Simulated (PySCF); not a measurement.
C₆H₁₄Ge, SMILES CC(C)(C)/C=[CH]\[GeH3] (GFN2-xTB optimised geometry):

```
21

C      2.806    -0.610     0.000
C      1.273    -0.610     0.000
C      0.769    -1.297     1.275
C      0.780    -1.375    -1.229
C      0.787     0.818     0.000
C     -0.426     1.280    -0.275
Ge    -2.077     0.397    -0.801
H      3.193    -0.084     0.871
H      3.187    -0.122    -0.895
H      3.186    -1.629     0.022
H      1.139    -0.781     2.159
H     -0.319    -1.289     1.303
H      1.111    -2.330     1.308
H      1.252    -2.355    -1.272
H     -0.298    -1.522    -1.192
H      1.027    -0.832    -2.139
H      1.548     1.536     0.293
H     -0.559     2.355    -0.193
H     -2.104     0.020    -2.249
H     -3.193     1.373    -0.587
H     -2.421    -0.834    -0.019
```

Method: B3LYP/def2-SVP (PySCF).

Q: What are the frontier orbital energies and the dipole moment?

A: HOMO-2 -8.64 eV, HOMO-1 -8.18 eV, HOMO -7.14 eV, LUMO -0.32 eV, LUMO+1 1.21 eV; dipole moment 1.00 D.

Meta-Löwdin charges at B3LYP/def2-SVP: C1 -0.28, C2 0.07, C3 -0.28, C4 -0.28, C5 -0.07, C6 -0.31, Ge7 0.36, H8 0.09, H9 0.09, H10 0.09, H11 0.09, H12 0.09, H13 0.09, H14 0.09, H15 0.09, H16 0.09, H17 0.09, H18 0.10, H19 -0.07, H20 -0.08, H21 -0.08.
